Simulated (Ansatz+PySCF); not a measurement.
**doublet BeH: levels of theory in one basis**

```yaml
atoms:
  - { symbol: Be, position_ang: [0.0000, 0.0000, -0.4212] }
  - { symbol: H, position_ang: [0.0000, 0.0000, 1.6846] }
```

Basis set: 6-31G (spherical functions). All electrons are correlated. Correlation on ROHF uses semicanonical orbitals with singles. Charge 0, multiplicity 2.

Computed with Ansatz (development build ahead of 0.2.0); each method stands on the lowest determinant of its kind that the runs found.

```json
{"method": "ROHF", "E − E(ROHF) (eV)": "0.00", "<S²> of the determinant": "0.75"}
{"method": "UHF", "E − E(ROHF) (eV)": "-0.30", "<S²> of the determinant": "0.93"}
{"method": "ROHF-MP2", "E − E(ROHF) (eV)": "-0.63", "<S²> of the determinant": "–"}
{"method": "ROHF-CCSD", "E − E(ROHF) (eV)": "-1.28", "<S²> of the determinant": "–"}
{"method": "UHF-CCSD", "E − E(ROHF) (eV)": "-1.33", "<S²> of the determinant": "0.93"}
{"method": "ROHF-CCSD(T)", "E − E(ROHF) (eV)": "-1.32", "<S²> of the determinant": "–"}
{"method": "UHF-CCSD(T)", "E − E(ROHF) (eV)": "-1.34", "<S²> of the determinant": "0.93"}
{"method": "full CI (lowest root of this spin)", "E − E(ROHF) (eV)": "-1.34", "<S²> of the determinant": "–"}
```

Problem. What does UHF-MP2 give on the same scale?

Solution. -0.75 eV.

At such a shape the full CI root can have another spatial symmetry than the determinants, so the rows needn't describe one state.

Problem. Is a single determinant a sound starting point here?

Solution. Only with care. Unrestricted orbitals gain 0.30 eV and <S²> is 0.93 against 0.75 for a pure state, a contamination that matters most for the unrestricted series.

Caution for UHF, UHF-MP2, UHF-CCSD, UHF-CCSD(T): the unrestricted determinant is spin contaminated. Caution for ROHF-MP2, UHF-MP2, ROHF-CCSD, UHF-CCSD, ROHF-CCSD(T), UHF-CCSD(T): bonds are stretched, where a single reference can fail.
